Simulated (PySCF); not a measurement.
**Polarisability and C₆ of Cr²⁺ (chromium, charge +2)**

[Ar] 3d4, high-spin 5D determinant. Calculation: PySCF 2.14, in def2-TZVPPD (6s6p4d2f1g, 67 functions); the non-relativistic Hamiltonian (point nucleus). Coupled (time-dependent) response in atomic units; α is the mean over directions.

```
 method  mean α (bohr³)         α xx, yy, zz  C₆ (like pair)  S(−4)
wB97X-V           3.745  3.496, 3.496, 4.244           10.57  10.77
wB97M-V           3.813  3.562, 3.562, 4.314           10.74  11.64
```

S(−4) is the Cauchy moment in α(ω) = α(0) + S(−4) ω² + …

α(iu) at wB97M-V:

```csv
u (hartree),α(iu) (bohr³)
0,3.813
0.0500,3.784
0.100,3.703
0.200,3.436
0.300,3.125
0.500,2.598
0.750,2.157
1.00,1.846
1.50,1.397
2.00,1.074
3.00,0.6669
5.00,0.3149
```

A single London oscillator, α(iu) = α/(1 + u²/ω²), gives C₆ = (3/4) ω α². Matching the computed C₆ needs ω = 4 × 10.74 / (3 × 3.813²) = 0.985 hartree.

For an ion, C₆ is the dispersion term alone; charge-induced terms of lower order in 1/R come first.

The components differ because the open shell of this determinant is not spherical; for a pure term their mean is the scalar polarisability.
